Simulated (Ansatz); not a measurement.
Cu₄B⁻. Charge -1, multiplicity 3. Geometry B3LYP-D4/def2-SVP, that of the neutral doublet; atoms count from 1.

```xyz
5

B    -0.768    0.296    0.469
Cu   -1.230    0.166   -1.418
Cu    0.332   -1.371   -0.247
Cu    0.999    0.857   -0.565
Cu    0.667    0.052    1.762
```

The highest occupied level of the charge -1 triplet lies above zero (up to 0.25 eV). By energy differences its removal costs 0.96 eV (vertical, to the charge 0 doublet, at PBE0-D4/def2-TZVPD); a positive level beside a positive removal energy at the same level points to self-interaction error. At PBE0-D4/def2-TZVPD a singlet of charge -1 lies 0.76 eV below the triplet at the same geometry. The structure comes from a short search, and lower isomers may exist.

Q: Estimate the Mulliken populations from the PBE0/def2-TZVPD orbitals of Ansatz.

A: 
| atom | charge (e) | spin (α − β) | d electrons |
| --- | --- | --- | --- |
| B1 | 0.22 | 0.89 | – |
| Cu2 | -0.21 | 0.23 | 9.74 |
| Cu3 | -0.41 | 0.32 | 9.81 |
| Cu4 | -0.41 | 0.32 | 9.81 |
| Cu5 | -0.21 | 0.23 | 9.74 |
Mulliken values and Mayer orders depend strongly on the basis. With diffuse functions, as here, like atoms can get unlike values, and bond orders can come out too low or too high.

Q: Where does the spin sit?

A: Summed by element: B 0.89, Cu 1.11, of 2 unpaired in all. Largest on single atoms: B1 0.89, Cu3 0.32, Cu4 0.32.

Q: And the Mayer bond orders between bonded heavy atoms (over 0.3)?

A: B1–Cu2 0.84 (1.95 Å); B1–Cu5 0.84 (1.95 Å); Cu2–Cu3 0.64 (2.48 Å); Cu2–Cu4 0.64 (2.48 Å); Cu3–Cu4 0.85 (2.35 Å); Cu3–Cu5 0.64 (2.48 Å); Cu4–Cu5 0.64 (2.48 Å).
